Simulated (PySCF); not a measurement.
## AsF₃ + H₂O → AsOF + 2 HF

Level: PBE0 in the def2-TZVP basis family, all electrons, no relativity, computed in PySCF with density fitting; open shells unrestricted.

```tsv
species	state and structure	E (Eh)	ZPE (kJ/mol)	H(298 K) − H(0) (kJ/mol)	S° (J/(mol K))
AsF₃	singlet, C3v, As–F 1.715 Å (×3); F–As–F 95.9° (×3)	-2535.07144	18.0	14.2	289.0
H₂O	singlet, C2v, O–H 0.960 Å (×2); H–O–H 105.1°	-76.37736	56.5	9.9	188.7
AsOF	singlet, Cs, As–F 1.744 Å, As–O 1.597 Å; F–As–O 105.7°	-2410.58755	12.3	11.4	272.2
HF	singlet, C∞v, H–F 0.920 Å	-100.39188	24.9	8.7	173.6
```

Task: What is the electronic reaction energy?

Result: At PBE0/def2-TZVP, ΔE = 203.4 kJ/mol from the differences of the total energies times 2625.5, uphill. Hydrolysis steps of this kind drive oxide growth by atomic layer deposition.

Task: Add zero-point, thermal and entropy terms for 298.15 K and 1 bar.

Result: ΔZPE = -12.4 and Δ[H(298) − H(0)] = 4.7 kJ/mol give ΔH° = 195.7 kJ/mol. ΔS° = 141.7 J/(mol K), so ΔG° = 195.7 − 298.15 × (0.1417) = 153 kJ/mol. ΔG° would change sign near 1380 K if ΔH° and ΔS° stayed fixed.

Each species is the lowest minimum found with this bonding; other isomers or fragments can lie lower.
